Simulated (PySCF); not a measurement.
C2H2F3, SMILES FC[C](F)F (connectivity only; charge and spin as stated), charge +1, multiplicity 1.

The structure is a stationary point at ωB97X-D3(BJ)/def2-SVP. The multiplicity is an assumed one; other spin states were not compared. The isomer is the one that the SMILES or the coordinates give; other isomers of the formula were not compared. Other conformers were not sampled.

Computed with TDDFT-ωB97X/def2-SVPD in PySCF.

Vertical excitations. Isolated molecule, no solvent. State labels are in the subgroup Cs.

```
state  symmetry  energy (eV)  λ (nm)      f                                                main pairs
-----  --------  -----------  ------  -----  --------------------------------------------------------
S1           A'         6.37     195  0.074                                            HOMO→LUMO 99 %
S2           A"         6.41     194  0.007                                          HOMO−1→LUMO 95 %
S3           A"         8.55     145  0.001                        HOMO−2→LUMO 75 %, HOMO−5→LUMO 18 %
S4           A"         8.98     138  0.000      HOMO−3→LUMO 70 %, HOMO−2→LUMO 12 %, HOMO−5→LUMO 12 %
S5           A'        10.23     121  0.114                                          HOMO−4→LUMO 97 %
S6           A"        10.27     121  0.001       HOMO→LUMO+2 49 %, HOMO→LUMO+1 35 %, HOMO−5→LUMO 9 %
S7           A"        10.41     119  0.006       HOMO−5→LUMO 60 %, HOMO−3→LUMO 18 %, HOMO→LUMO+2 9 %
S8           A'        10.57     117  0.080                                          HOMO−6→LUMO 81 %
S9           A'        10.96     113  0.021  HOMO−1→LUMO+2 47 %, HOMO−1→LUMO+1 33 %, HOMO−6→LUMO 14 %
S10          A"        11.48     108  0.040                        HOMO→LUMO+1 56 %, HOMO→LUMO+2 35 %
T1           A'         5.61     221      0                                            HOMO→LUMO 97 %
T2           A"         5.75     215      0                                          HOMO−1→LUMO 90 %
T3           A"         8.24     151      0                        HOMO−2→LUMO 70 %, HOMO−5→LUMO 20 %
T4           A'         8.54     145      0                                          HOMO−6→LUMO 98 %
```
Triplets are in the Tamm–Dancoff approximation, which puts them higher than full response would, so one can lie above its singlet here.
